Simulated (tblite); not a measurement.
C7H9O (doublet state).
Cartesian coordinates in Å at the GFN2-xTB level; atoms count from 1:
```
atom  x, y, z in Å
C1     2.5575   -1.0682   -0.5838
C2     1.6975   -0.0635   -0.8763
C3     0.4397    0.1310   -0.2917
C4    -0.2143   -0.7091    0.7493
C5    -1.6889   -0.2813    0.7176
C6    -1.6640    1.1622    0.2188
C7    -0.4115    1.2523   -0.6381
O8    -0.1676    2.1232   -1.4538
H9     2.3253   -1.8200    0.1512
H10    3.5091   -1.1498   -1.0780
H11    1.9715    0.6720   -1.6233
H12    0.2269   -0.4890    1.7282
H13   -0.0836   -1.7766    0.5667
H14   -2.2331   -0.9056    0.0074
H15   -2.1673   -0.3797    1.6909
H16   -2.5515    1.4487   -0.3430
H17   -1.5528    1.8652    1.0480
```

Method: GFN2-xTB as coded in tblite; computed harmonic values from a numerical Hessian at the method's own geometry, unscaled. The method is semi-empirical: single wavenumbers can be off by several per cent or more. One conformer, not necessarily the lowest. Open shells enter through the occupations alone, without spin polarisation, and single modes of such species can be off by tens of per cent.

Harmonic wavenumbers (cm⁻¹): 94.9, 142.8, 158.0, 182.0, 293.1, 359.8, 490.8, 538.5, 563.7, 592.2, 615.0, 758.4, 835.1, 838.8, 869.6, 957.7, 980.7, 997.6, 1016.3, 1019.3, 1079.3, 1092.1, 1173.6, 1184.5, 1228.7, 1258.4, 1271.0, 1299.2, 1312.1, 1357.3, 1427.1, 1444.0, 1447.2, 1494.1, 1520.6, 1687.0, 2912.4, 2964.2, 2981.3, 2991.9, 3011.3, 3018.8, 3055.2, 3110.3, 3144.0.

A = 3247, B = 1820, C = 1201 MHz; mass 109.065 u (most abundant isotopes); point group C1, symmetry number 1; spin multiplicity 2.

Zero-point energy?

Half the sum of the wavenumbers: 30385 cm⁻¹ = 363.49 kJ/mol.

What is S at 350 K and 1 bar for an ideal gas of classical rigid rotors and harmonic oscillators?

Translation 170.70, rotation 120.01, vibration 93.15, spin (R ln 2) 5.76: S = 389.6 J/(mol K).

And Cp and H(350 K) − H(0)?

Cp = 151.18 J/(mol K), of which vibrations give 117.93 (their classical limit is 45 R = 374.2); H(350 K) − H(0) = 30.33 kJ/mol without the zero-point energy, 18.69 from vibrations.

What must be added to the electronic energy to get the Gibbs energy at 350 K and 1 bar?

ZPE + [H(350 K) − H(0)] − T·S = 363.49 + 30.33 − 136.37 = 257.45 kJ/mol.

How do the functions run with temperature in this model?

| T (K) | S (J/(mol K)) | Cp (J/(mol K)) | H − H(0) (kJ/mol) | G − H(0) (kJ/mol) | ln q(vib) |
| --- | --- | --- | --- | --- | --- |
| 50 | 235.4 | 43.5 | 1.80 | -9.97 | 0.10 |
| 100 | 271.3 | 61.2 | 4.44 | -22.69 | 0.64 |
| 298.15 | 367.1 | 130.5 | 23.03 | -86.42 | 3.84 |
| 373.15 | 399.6 | 160.2 | 33.94 | -115.17 | 5.21 |
| 500 | 452.9 | 204.3 | 57.16 | -169.27 | 7.63 |
| 750 | 548.3 | 265.5 | 116.50 | -294.70 | 12.55 |
| 1000 | 630.4 | 304.5 | 188.08 | -442.28 | 17.34 |

q(vib) and H(0) count from the zero-point level.

Blend soft modes into free rotors: weight 1/[1 + (100 cm⁻¹/ν̃)⁴] for the oscillator and the rest for a rotor with moment μB/(μ + B), μ = h/(8π²ν), B = 10⁻⁴⁴ kg m². What vibrational entropy results?

90.74 J/(mol K) in place of 93.15, which changes −T·S at 350 K by +0.84 kJ/mol.

Hindered rotation and anharmonicity are outside this model. Other conformers, if any are populated, would add a mixing term that is left out. The structure is chiral; the term R ln 2 for an equal mix with its mirror image is left out.

Time: 0.57 s. Hardware: Intel Xeon at 2.60 GHz, one thread, shared host with 128 logical CPUs at a one-minute load of 16. The figure is for the frequency step alone.
